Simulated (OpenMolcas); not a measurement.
**Ag5+: moving or changing the point charges**

Ag5+ among 4 point charges of -2 e arranged as a square (D4h), 2.11 Å from the ion.
```
   2.1100    0.0000    0.0000  -2.00
   0.0000    2.1100    0.0000  -2.00
  -2.1100    0.0000    0.0000  -2.00
   0.0000   -2.1100    0.0000  -2.00
```

```
Program             : OpenMolcas 26.06
Method              : SS-CASPT2, IPEA 0.25 Eh, imaginary shift 0.1 Eh (closed shells correlated: 4s 4p)
Basis               : ANO-RCC-VTZP [7s6p4d2f1g]
Scalar Hamiltonian  : DKH2, point nucleus
Active space        : 6 electrons in 5 orbitals (4d)
State averaging     : 2S+1 = 5 even, 5 roots; 2S+1 = 3 even, 45 roots; 2S+1 = 1 even, 50 roots
Spin-orbit coupling : RASSI with atomic mean-field integrals over the reference wave functions
```

Runs around this geometry, states (labels of D4, the rotations of D4h). Energies in cm-1 above the lowest state or level, χT in cm3 K/mol.

```tsv
R (Å)	q (e)	Ground state	First state of that spin	First gap with spin-orbit (degeneracies)	χT at 300 K	First state of another spin
2.11	-1	5A1	5E 730	110 (1, 2)	5.102	3E 22050
1.98	-2	5A1	5E 2270	160 (1, 2)	4.605	3B2 20110
2.11	-2	5A1	5E 1910	150 (1, 2)	4.718	3B2 21540
2.29	-2	5A1	5E 1530	140 (1, 2)	4.844	3E 22520
```

Taking the first state of the same spin as R^-n, n = -ln(1530 / 2270) / ln(2.29 / 1.98) = 2.7 between the shortest and longest distance.

Scaling the charges by -1 / -2 = 0.50 scales the first state of the same spin by 730 / 1910 = 0.38; with fixed orbitals a first-order splitting would follow the charge.

Point charges give a weaker field than real ligands, and real ions of this kind are as a rule low spin; the high spin found here belongs to the model. Free-ion shares, where given, are those of the reference states; single-state CASPT2 does not remix them. Spin-orbit coupling mixes the spin-free states strongly: the lowest level takes only 60 % from its leading state, 5A1 (figures for R = 2.11, q = -1; the like holds for R = 2.29, q = -2). Point charges carry no covalency, so the field is a model and not that of real ligands. No measured value stands beside these numbers.
